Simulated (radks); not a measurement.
Problem. The caesium anion Cs-, [Xe] 6s2, held by a Watson sphere: a shell of charge +1.03 at radius R that stands for the Madelung well of a crystal (potential energy -1.03/R inside, -1.03/r outside, in hartree with lengths in bohr). Method: scalar-relativistic Kohn-Sham, PBEsol, spin-polarised, spherical densities, finite nucleus; Fermi nuclear charge, rms radius of each element as measured or else 0.836 A^(1/3) + 0.57 fm; computed with a radial shooting solver on a logarithmic mesh with Libxc functionals. Response by self-consistent Sternheimer equations with the Hartree and adiabatic LDA kernel, the relativistic mass of each level held fixed and spin-orbit coupling left out. The sphere does not respond.

| R (bohr) | e(5s) (eV) | e(5p) (eV) | e(6s) (eV) | <r> 6s (bohr) | sum of <r^2> (bohr^2) | X-ray form factor at sin(theta)/lambda = 0.1 1/angstrom | alpha (bohr^3) |
|---|---|---|---|---|---|---|---|
| 2.98 | -29.095 | -15.913 | -3.316 | 4.872 | 105.0 | 50.796 | 256.6 |
| 3.91 | -27.687 | -14.527 | -3.218 | 5.055 | 109.5 | 50.713 | 288.5 |
| 4.56 | -27.110 | -13.934 | -3.086 | 5.252 | 113.9 | 50.665 | 332.1 |
| 4.59 | -27.089 | -13.912 | -3.079 | 5.261 | 114.2 | 50.663 | 334.4 |
| 4.65 | -27.048 | -13.870 | -3.065 | 5.281 | 114.6 | 50.660 | 339.2 |
| 4.83 | -26.934 | -13.751 | -3.023 | 5.341 | 116.0 | 50.648 | 354.2 |
| 5.74 | -26.514 | -13.313 | -2.795 | 5.646 | 123.4 | 50.605 | 442.5 |
| 5.76 | -26.507 | -13.306 | -2.790 | 5.653 | 123.6 | 50.605 | 444.6 |

Estimate the row for R = 6.2 bohr.

Solution. e(5s) (eV) -26.370; e(5p) (eV) -13.162; e(6s) (eV) -2.679; <r> 6s (bohr) 5.796; sum of <r^2> (bohr^2) 127.2; X-ray form factor at sin(theta)/lambda = 0.1 1/angstrom 50.591; alpha (bohr^3) 493.6.
